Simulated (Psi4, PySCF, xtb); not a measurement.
Interaction energy of O2S ··· C3H6 (SMILES O=S=O and C1CC1). Monomers: optimised at B3LYP-D3(BJ) (def2-TZVP), held rigid. Orientation: a higher rigid-body minimum at GFN2-xTB. R is the distance of the centres of mass, along which the second monomer moves.

Geometry at R = 3.56 Å (first 3 atoms: monomer A):
```
12

O      1.2381     0.2470     0.0000
S      0.0012    -0.4877     0.0000
O     -1.2393     0.2407     0.0000
C      0.7604    -2.7359    -3.4788
C      1.0593    -2.5665    -2.0152
C      0.0385    -1.6860    -2.6808
H      1.5061    -2.4099    -4.1912
H      0.2055    -3.6118    -3.7865
H      0.7067    -3.3278    -1.3327
H      2.0073    -2.1259    -1.7374
H     -1.0047    -1.8517    -2.4485
H      0.2958    -0.6497    -2.8533
```

- GFN1-xTB (xtb)
- revPBE/def2-TZVP, counterpoise-corrected (Psi4)
- MP2/aug-cc-pVDZ = DF-MP2/aug-cc-pVDZ, frozen core, counterpoise-corrected in Psi4
- PBE-D3(BJ)/def2-TZVP, counterpoise-corrected (Psi4)
- RKS-B3LYP/LANL2DZ = restricted B3LYP/LANL2DZ, with its core potentials past Ne, no counterpoise correction in PySCF 2.14.0

Interaction energies in kcal/mol (negative: bound); R is the distance of the centres of mass, d the S2···H12 distance.

```json
[
 {"R / Å": "2.92", "d / Å": "2.38", "GFN1-xTB": "-3.32", "revPBE/def2-TZVP": "23.79", "MP2/aug-cc-pVDZ": "23.04", "PBE-D3(BJ)/def2-TZVP": "15.78", "RKS-B3LYP/LANL2DZ": "22.32"},
 {"R / Å": "3.12", "d / Å": "2.53", "GFN1-xTB": "-5.47", "revPBE/def2-TZVP": "12.73", "MP2/aug-cc-pVDZ": "10.49", "PBE-D3(BJ)/def2-TZVP": "5.88", "RKS-B3LYP/LANL2DZ": "8.92"},
 {"R / Å": "3.34", "d / Å": "2.70", "GFN1-xTB": "-5.05", "revPBE/def2-TZVP": "6.15", "MP2/aug-cc-pVDZ": "3.20", "PBE-D3(BJ)/def2-TZVP": "0.48", "RKS-B3LYP/LANL2DZ": "1.73"},
 {"R / Å": "3.56", "d / Å": "2.87", "GFN1-xTB": "-3.80", "revPBE/def2-TZVP": "2.80", "MP2/aug-cc-pVDZ": "-0.22", "PBE-D3(BJ)/def2-TZVP": "-1.79", "RKS-B3LYP/LANL2DZ": "-1.23"},
 {"R / Å": "3.78", "d / Å": "3.05", "GFN1-xTB": "-2.61", "revPBE/def2-TZVP": "1.13", "MP2/aug-cc-pVDZ": "-1.57", "PBE-D3(BJ)/def2-TZVP": "-2.52", "RKS-B3LYP/LANL2DZ": "-2.12"},
 {"R / Å": "3.96", "d / Å": "3.21", "GFN1-xTB": "-1.89", "revPBE/def2-TZVP": "0.40", "MP2/aug-cc-pVDZ": "-1.91", "PBE-D3(BJ)/def2-TZVP": "-2.56", "RKS-B3LYP/LANL2DZ": "-2.13"},
 {"R / Å": "4.23", "d / Å": "3.44", "GFN1-xTB": "-1.21", "revPBE/def2-TZVP": "-0.14", "MP2/aug-cc-pVDZ": "-1.83", "PBE-D3(BJ)/def2-TZVP": "-2.26", "RKS-B3LYP/LANL2DZ": "-1.72"},
 {"R / Å": "4.57", "d / Å": "3.74", "GFN1-xTB": "-0.78", "revPBE/def2-TZVP": "-0.37", "MP2/aug-cc-pVDZ": "-1.42", "PBE-D3(BJ)/def2-TZVP": "-1.71", "RKS-B3LYP/LANL2DZ": "-1.13"},
 {"R / Å": "5.08", "d / Å": "4.20", "GFN1-xTB": "-0.48", "revPBE/def2-TZVP": "-0.37", "MP2/aug-cc-pVDZ": "-0.85", "PBE-D3(BJ)/def2-TZVP": "-1.01", "RKS-B3LYP/LANL2DZ": "-0.58"},
 {"R / Å": "5.77", "d / Å": "4.84", "GFN1-xTB": "-0.25", "revPBE/def2-TZVP": "-0.22", "MP2/aug-cc-pVDZ": "-0.42", "PBE-D3(BJ)/def2-TZVP": "-0.47", "RKS-B3LYP/LANL2DZ": "-0.29"},
 {"R / Å": "6.74", "d / Å": "5.76", "GFN1-xTB": "-0.10", "revPBE/def2-TZVP": "-0.09", "MP2/aug-cc-pVDZ": "-0.17", "PBE-D3(BJ)/def2-TZVP": "-0.18", "RKS-B3LYP/LANL2DZ": "-0.14"},
 {"R / Å": "8.07", "d / Å": "7.05", "GFN1-xTB": "-0.03", "revPBE/def2-TZVP": "-0.04", "MP2/aug-cc-pVDZ": "-0.07", "PBE-D3(BJ)/def2-TZVP": "-0.06", "RKS-B3LYP/LANL2DZ": "-0.06"}
]
```

Lowest grid point: GFN1-xTB -5.47 kcal/mol at R = 3.12 Å; revPBE/def2-TZVP -0.37 kcal/mol at R = 4.57 Å; MP2/aug-cc-pVDZ -1.91 kcal/mol at R = 3.96 Å; PBE-D3(BJ)/def2-TZVP -2.56 kcal/mol at R = 3.96 Å; RKS-B3LYP/LANL2DZ -2.13 kcal/mol at R = 3.96 Å.
